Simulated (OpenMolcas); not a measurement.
**Computed transition rates of Cu³⁺**

```
Program             : OpenMolcas 26.06
Method              : SS-CASPT2, IPEA 0.25 Eh, imaginary shift 0.1 Eh (closed shells correlated: 3s 3p)
Basis               : ANO-RCC-VQZP [7s6p4d3f2g1h]
Scalar Hamiltonian  : DKH2, point nucleus
Active space        : 8 electrons in 5 orbitals (3d)
State averaging     : 2S+1 = 3 even, 10 roots; 2S+1 = 1 even, 15 roots
Spin-orbit coupling : state interaction with AMFI integrals over the reference wave functions, term energies averaged over their components
```

Rates come from the transition moments of the reference wave functions (E1 and E2 in the length form). At fixed line strength A goes as λ^-3 for E1 and M1 and as λ^-5 for E2, so a rate at the computed wavelength can be rescaled to the measured one. Measured vacuum wavelengths follow from level energies in Sugar and Musgrove, J. Phys. Chem. Ref. Data 19, 527 (1990). Branching counts decays inside the model space alone, at computed energies, and the table is only a selection of the E2 and M1 lines, drawn from those between levels with measured partners whose computed energy lies within a factor of 1.5 of the measured one.

```
  Upper    Lower  Type  λ computed (nm)  λ measured (nm)  A computed (s-1)  A rescaled (s-1)  Branching %
3d⁸ ¹S₀  3d⁸ ¹D₂    E2            218.9            221.2          1.84e+01          1.75e+01         58.4
3d⁸ ¹S₀  3d⁸ ³P₁    M1            244.2            241.8          1.11e+01                           35.2
3d⁸ ¹S₀  3d⁸ ³P₂    E2            241.5            239.5          1.61e+00                            5.1
3d⁸ ¹D₂  3d⁸ ³F₃    M1            732.5            695.1          1.06e+00                           71.0
3d⁸ ¹G₄  3d⁸ ³F₄    M1            374.1            371.6          7.40e-01                           67.2
3d⁸ ¹D₂  3d⁸ ³F₂    M1            803.2            759.3          4.28e-01                           28.8
3d⁸ ¹S₀  3d⁸ ³F₂    E2            172.1            171.3          4.04e-01                            1.3
3d⁸ ¹G₄  3d⁸ ³F₃    M1            401.8            399.2          3.59e-01                           32.6
3d⁸ ³P₂  3d⁸ ¹D₂    M1             2343             2900          2.98e-01                           52.2
3d⁸ ³P₁  3d⁸ ¹D₂    M1             2115             2598          2.48e-01                           73.3
3d⁸ ³F₃  3d⁸ ³F₄    M1             5432             5372          1.63e-01          1.69e-01        100.0
3d⁸ ³P₂  3d⁸ ³F₃    M1              558            560.7          1.54e-01                           26.9
3d⁸ ³P₂  3d⁸ ³F₄    E2              506            507.7          8.60e-02          8.46e-02         15.1
3d⁸ ³P₀  3d⁸ ³F₂    E2            571.1            576.5          7.07e-02          6.75e-02         97.3
3d⁸ ³F₂  3d⁸ ³F₃    M1             8316             8222          6.21e-02          6.43e-02        100.0
3d⁸ ³P₁  3d⁸ ³F₃    E2            544.1            548.4          5.89e-02          5.66e-02         17.4
3d⁸ ³P₁  3d⁸ ³F₂    E2            582.1            587.6          2.02e-02          1.93e-02          6.0
3d⁸ ³P₂  3d⁸ ³F₂    M1            598.2            601.7          1.75e-02                            3.1
3d⁸ ³P₂  3d⁸ ³F₃    E2              558            560.7          1.43e-02          1.40e-02          2.5
3d⁸ ³P₁  3d⁸ ³F₂    M1            582.1            587.6          9.01e-03                            2.7
3d⁸ ³P₁  3d⁸ ³P₂    M1            21720            25000          1.97e-03          1.29e-03          0.6
3d⁸ ³P₀  3d⁸ ³P₁    M1            30170            30670          1.97e-03          1.88e-03          2.7
```

Spin-changing lines and M1 lines between different terms are not rescaled, since their strength hangs on the term gaps too.

The largest correction is for 3d⁸ ³P₁ → 3d⁸ ³P₂ (M1): 1.97e-03 × (21720 / 25000)^3 = 1.29e-03 s-1, a factor of 0.66.

The computed rate and branching of 3d⁸ ³F₃ → 3d⁸ ³F₄ give the upper level a radiative lifetime of 1.000 / 1.63e-01 s-1 = 6.13e+00 s, counting decays inside the model space alone. The rescaled rate gives about 5.9e+00 s.

These are rates of the free ion; in crystals, glasses and complexes forced electric-dipole and non-radiative decay shorten such lifetimes by orders of magnitude. No measured rate stands beside these. Rescaling mends the energy factor alone: line strengths can still be far off where a level mixes with configurations outside the active space, and weak or spin-changing lines hang on small mixing coefficients that depend on the term gaps too, so rescaling need not improve them.

CASPT2 does not keep the components of a term degenerate, so their means are used; among the terms shown or strongly mixed into the levels shown the widest spread is 860 cm-1 (3d⁸ ³F). Measured partners are found by configuration, term and J. A level has none where our copy of the source lacks it or the pairing is in doubt (some pairs that miss far off the trend of their configuration count as doubtful). Levels of configurations outside the active space are missing.
